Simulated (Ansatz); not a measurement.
Species: C$_{2}$H$_{9}$P$_{2}$Si (charge 0, doublet). It need not be the lowest isomer of its formula. SMILES: C[Si](C)([PH])P
Coordinates optimised at B3LYP-D3(BJ)/def2-TZVP (Ansatz, a quantum-chemistry and plane-wave program):
```
Si
C 1 1.8777
H 2 1.0914 1 111.21
H 2 1.0920 3 108.12 1 -121.82
H 2 1.0921 3 107.90 4 -116.74
C 1 1.8793 2 110.89 3 -179.29
H 6 1.0909 1 111.22 2 177.71
H 6 1.0918 7 108.03 1 -121.56
H 6 1.0925 7 108.26 8 -116.98
P 1 2.2500 2 109.49 3 55.25
H 10 1.4243 1 91.99 2 169.61
P 1 2.2812 2 107.14 3 -62.50
H 12 1.4183 1 95.46 2 72.59
H 12 1.4184 13 94.07 1 -95.95
```
Charge 0, spin multiplicity 2.

Quantity: atomisation energy (electronic, to ground-state atoms), in eV. Correlated levels leave the core frozen unless marked. Open shells are spin-unrestricted. No spin-orbit coupling. Non-relativistic. The coupled-cluster limit lacks core correlation, which all-electron functionals hold. CBS(X,Y): correlation extrapolated as X^-3; Hartree-Fock from the larger set.

```tsv
level	program	atomisation energy (eV)
BLYP-D3(BJ)/def2-TZVPD	Ansatz + dftd3	?
PBE0/STO-3G	Ansatz	61.08
BHLYP-D4/def2-TZVPD	Ansatz + dftd4	47.73
CCSD(T)/CBS(cc-pV(T+d)Z,cc-pV(Q+d)Z)	Ansatz	?
```

**Question.** Fill in the missing entries.

**Answer.** 
- BLYP-D3(BJ)/def2-TZVPD, atomisation energy (eV): 48.37
- CCSD(T)/CBS(cc-pV(T+d)Z,cc-pV(Q+d)Z), atomisation energy (eV): 48.36
